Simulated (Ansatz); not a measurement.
Abridged output of a molecular run in Ansatz:

```
Functional definition: HF
1436 factors; integrals over basis functions are off by at most 1.1e-3 eV
mean field evaluation 1: about -34985.2310 eV, gradient 2.7e1 eV
mean field evaluation 2: about -34985.5297 eV, gradient 2.7e1 eV
mean field evaluation 4: about -34987.6207 eV, gradient 3.7e0 eV
mean field evaluation 8: about -34987.6739 eV, gradient 3.1e-1 eV
mean field -34987.67434660 eV, -1285.7733167400 hartree, gradient 5.2e-6 eV, S^2 0.000000; 0 other end points of the search recorded, 0 dependent functions left out
17 core orbitals not correlated: weight in the atoms' cores, before any rotation towards them, 1.000 or more for the frozen orbitals, at most 0.000 for the correlated occupied ones
reference -34987.67434660 eV, -1285.7733167400 hartree; 16, 16 occupied and 211, 211 virtual orbitals, 1436 factors
second order -24.57996259 eV of doubles, -0.00000000 eV of singles
cycle   1  -25.39421950 eV  change   -8.1e-1 eV  update   1.0e-1
cycle   2  -25.95634311 eV  change   -5.6e-1 eV  update   2.9e-2
cycle   3  -26.07323428 eV  change   -1.2e-1 eV  update   1.4e-2
cycle   4  -26.06416885 eV  change    9.1e-3 eV  update   3.1e-3
cycle   5  -26.06179064 eV  change    2.4e-3 eV  update   1.3e-3
cycle   6  -26.06209187 eV  change   -3.0e-4 eV  update   4.2e-4
cycle   7  -26.06189232 eV  change    2.0e-4 eV  update   1.6e-4
cycle   8  -26.06182708 eV  change    6.5e-5 eV  update   5.4e-5
cycle   9  -26.06184524 eV  change   -1.8e-5 eV  update   2.2e-5
perturbative correction -1.02507433 eV, -0.0376707868 hartree
Total energy: -35014.76126617 eV, -1286.7687426740 hartree
```

Its atoms:

Cartesian coordinates in Å:
```
F 0.147 2.086 -1.059
C -0.345 0.791 -1.007
Si 0.330 -0.109 0.507
S -0.555 -2.040 0.429
Cl -0.181 0.934 2.196
H -0.045 0.266 -1.921
H -1.439 0.833 -0.981
H 1.806 -0.202 0.495
H 0.282 -2.560 1.342
```

**Question.** Which basis set was used?
A. def2-SVPD
B. def2-TZVPP
C. def2-TZVPPD
D. cc-pV(Q+d)Z

**Answer.** B. It gives 244 functions.

**Question.** Write the keys of the input that set method, charge and spin (a neutral closed shell needs none for the last two).

**Answer.** 
```yaml
correlation: {method: ccsd_t}
```
